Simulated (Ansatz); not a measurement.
Harmonic frequencies (cm⁻¹) at PBE0-D4/def2-TZVP from Ansatz: 40, 72, 97, 169, 186, 214, 346, 575, 600, 872, 920, 935, 1312, 1465, 1465, 3090, 3190, 3202.

Each molecule was computed in one conformer, which needn't be the lowest.

(1) Which molecule is it?
A. `[NH2][Al]([NH2])[SH]`
B. `C[S][Al]([Cl])[Cl]`
C. `[CH3][Al]([Br])[Br]`
D. `C[Se][Al]([F])[Cl]`

Answers

(1) D.
